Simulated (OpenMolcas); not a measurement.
**OpenMolcas run: Yb⁴⁺**

Input:

```
&GATEWAY
Coord
1

Yb 0.0 0.0 0.0
Basis=ANO-R3
Group=XYZ
NoMove
AngMom=0.0 0.0 0.0
AMFI
&SEWARD
&RASSCF
FileOrb=start.orb
Symmetry=1
Spin=3
nActEl=12 0 0
Inactive=15 12
Ras2=0 7
CIRoot=21 21 1
SDav=21
CIMx=300
Iter=120 100
PrWF=0.3
OrbListing=Nothing
MaxOrb=0
Atom
>>> COPY $Project.JobIph JOB001
&RASSCF
FileOrb=start.orb
Symmetry=1
Spin=1
nActEl=12 0 0
Inactive=15 12
Ras2=0 7
CIRoot=28 28 1
SDav=28
CIMx=300
Iter=120 100
PrWF=0.3
OrbListing=Nothing
MaxOrb=0
Atom
CIOnly
>>> COPY $Project.JobIph JOB002
&RASSI
NrOfJobIphs=2 18 9
1 2 3 4 5 6 7 8 9 10 11 12 13 14 15 16 17 18
1 2 3 4 5 6 7 8 9
IphNames
JOB001
JOB002
EJob
SpinOrbit
DIPRint=1.0
SOCoupling=1000.0
Subsets=2
MEES
Property=10
'ANGMOM' 1 'ANGMOM' 2 'ANGMOM' 3 'MLTPL  1' 1 'MLTPL  1' 2 'MLTPL  1' 3
'AMFI' 1 'AMFI' 2 'AMFI' 3 'MLTPL  2' 6
SOProperty=3
'ANGMOM' 1 'ANGMOM' 2 'ANGMOM' 3
```

Launched by
```bash
OMP_NUM_THREADS=1 MOLCAS_MEM=2252 MOLCAS_PROJECT=a pymolcas a.inp > a.log  # once for each step of the input, in one work folder
```

A driver script runs the steps one by one and writes start.orb anew before each from the orbitals found so far, so a CI-only block uses the converged orbitals of the first block.

Output, cut to the results:

```
--- SEWARD ---
Basis set label: YB.ANO-R...9S8P5D5F3G2H.

      Electronic valence basis set:
      ------------------
      Associated Effective Charge  70.000000 au
      Associated Actual Charge     70.000000 au
      Nuclear Model: Finite nucleus - Gaussian distribution
        Gaussian exponent, Xi/bohr**(-2):  1.53143E+08

      Shell  nPrim  nBasis  Cartesian Spherical Contaminant
         s      25       9        X
         p      20       8        X
         d      12       5                 X
         f      10       5                 X
         g       6       3                 X
         h       4       2                 X
                  Relativistic X2C integrals
                  Atomic mean-field integrals
--- RASSCF ---
Wave function specifications:
      -----------------------------

      Number of closed shell electrons          54
      Number of electrons in active shells      12
      Max number of holes in RAS1 space          0
      Max nr of electrons in RAS3 space          0
      Number of inactive orbitals               27
      Number of active orbitals                  7
      Number of secondary orbitals             108
      Spin quantum number                      1.0
      State symmetry                             1
Orbital specifications:
      -----------------------

      Symmetry species                           1   2
                                                ag  au
      Frozen orbitals                            0   0
      Inactive orbitals                         15  12
      Active orbitals                            0   7
      RAS1 orbitals                              0   0
      RAS2 orbitals                              0   7
      RAS3 orbitals                              0   0
      Secondary orbitals                        46  62
      Deleted orbitals                           0   0
      Number of basis functions                 61  81
      Number of CSFs                            21
      Number of root(s) required                21
      Iter CI   SX   CI       RASSCF       Energy    max ROT     max BLB   max BLB  Level Ln srch  Step   QN
          iter iter root      energy       change     param      element    value   shift minimum  type update
 Nr of preliminary CI iterations:   1
      Total energies have been shifted. Add               -14000.00 au
        1   1   12    0   -51.08454150    0.00E+00  -1.10E-01*  16  35 2  9.51E-01*  0.00   0.00    SX    NO
        2   1   14    0   -51.51372478   -4.29E-01*  7.29E-02   14  33 2 -6.00E-01*  0.00   0.00    SX    NO
        3   1   13    0   -51.55009816   -3.64E-02* -7.63E-02   14  33 2  6.37E-01*  0.00   0.00    SX    NO
        4   1   13    0   -51.59007904   -4.00E-02* -7.35E-02   18  37 2 -5.56E-01*  0.00   0.00    SX    NO
        5   1   13    0   -51.58752898    2.55E-03* -2.22E-02   18  37 2  5.97E-01*  0.00   0.50    LS   YES
        6   1   13    0   -51.81107650   -2.24E-01* -2.83E-02   17  36 2  2.36E-01*  0.00   1.65    SX   YES
        7   1   13    0   -51.82827861   -1.72E-02*  2.23E-02   17  36 2 -1.74E-01*  0.00   0.57    SX   YES
        8   1   13    0   -51.83419336   -5.91E-03*  2.00E-02   16  35 2  1.55E-01*  0.00   0.54    SX   YES
        9   1   13    0   -51.83814842   -3.96E-03*  1.80E-02   19  38 2 -1.34E-01*  0.00   0.53    SX   YES
       10   1   13    0   -51.84004482   -1.90E-03* -1.68E-02   17  36 2  1.27E-01*  0.00   0.52    SX   YES
        ...
       25   1   12    0   -51.85105485   -5.26E-03*  2.66E-03   19  38 2 -3.87E-02*  0.00   0.70    QN   YES
       26   1    9    0   -51.85221622   -1.16E-03* -3.72E-05   16  42 2  3.52E-04*  0.00   1.00    QN   YES
       27   1    8    0   -51.85221635   -1.36E-07*  8.53E-06   15  18 1 -5.69E-05   0.00   1.09    QN   YES
       28   1    4    0   -51.85221636   -3.01E-09  -4.08E-07   16  35 2  3.80E-06   0.00   1.01    QN   YES
      Convergence after 28 iterations
       29   1    4    0   -51.85221636   -1.27E-11  -4.08E-07    3  18 1  6.18E-07   0.00   1.01    QN   YES
      Natural orbitals and occupation numbers for root  1
      sym 2:   2.000000   1.687430   1.687430   1.944399   1.368170   1.944399   1.368170
      Natural orbitals and occupation numbers for root  2
      sym 2:   1.408885   1.408885   1.978574   2.000000   1.978574   1.612541   1.612541
      Natural orbitals and occupation numbers for root  3
      sym 2:   1.723442   2.000000   1.723442   1.922736   1.922736   1.353822   1.353822
...
--- RASSI ---
SPIN-FREE ENERGIES:
  (Shifted by EMIN (a.u.) =     -14051.8913959696)

 SF State       Relative EMIN(au)   Rel lowest level(eV)    D:o, cm**(-1)      L_eff

     1             0.0000000000        0.0000000000              0.0000         5.0
     2             0.0000000000        0.0000000000              0.0000         5.0
     3             0.0000000000        0.0000000000              0.0000         5.0
     4             0.0000000000        0.0000000000              0.0000         5.0
     5             0.0000000000        0.0000000000              0.0000         5.0
     6             0.0000000000        0.0000000000              0.0000         5.0
     7             0.0000000000        0.0000000000              0.0000         5.0
     8             0.0000000000        0.0000000000              0.0000         5.0
     9             0.0000000000        0.0000000000              0.0000         5.0
    10             0.0000000000        0.0000000000              0.0000         5.0
    11             0.0000000000        0.0000000000              0.0000         5.0
    12             0.0391796120        1.0661315550           8598.9309         3.0
    13             0.0391796120        1.0661315550           8598.9309         3.0
    14             0.0391796120        1.0661315550           8598.9309         3.0
    15             0.0391796120        1.0661315550           8598.9309         3.0
    16             0.0391796120        1.0661315550           8598.9309         3.0
    17             0.0391796120        1.0661315550           8598.9309         3.0
    18             0.0391796120        1.0661315550           8598.9309         3.0
    19             0.0448351653        1.2200270013           9840.1814         4.0
    20             0.0448351653        1.2200270013           9840.1814         4.0
    21             0.0448351653        1.2200270013           9840.1814         4.0
...
```

Levels above the lowest, from the spin-orbit matrix, grouped by J:

```csv
Configuration,Term,J,E (eV),Measured (eV),g,Term weight %,Second
4f12,3H,6,0.0000,0.0000,1.167,100,
4f12,3F,4,0.8628,,1.115,55,35 1G
4f12,3H,5,1.1613,1.1878,1.033,100,
4f12,3H,4,1.8438,1.7860,0.969,57,34 3F
4f12,3F,3,2.2274,2.0299,1.084,100,
4f12,3F,2,2.8081,,0.666,100,
```

Against the 3 measured excited levels shown (the list in Tchang-Brillet, Wyart, Meftah and Ait Mammar, Atoms 6, 52 (2018)) the mean absolute deviation is 760 cm-1; the largest miss in energy is 4f12 3F3: computed 2.2274, measured 2.0299 eV (+9.7 %).

Some high roots are left out of the spin-orbit mixing, which shifts the levels that they would mix with. Without dynamic correlation excited terms often stand tens of per cent too high (terms of higher spin than the ground term too low), and those without a measured partner can miss by more than the paired ones. Computed and measured levels are paired by configuration, term and J; levels that our copy of the source lacks, or whose pairing is in doubt (as where it misses far off the trend of its configuration), stay unpaired and out of the deviations. Levels of configurations outside the active space are missing. The first state left out of the spin-orbit step lies near 30000 cm-1 above the lowest spin-free state of the reference (among the parities and spins computed), and the list stops at four fifths of that energy or lower.

The RASSCF and RASSI steps took 35 s on 1 thread of Arm Neoverse N1, on a shared host; the integral step is not counted.

The term weight is that of the spin-free term in the level, not the purity of its configuration.
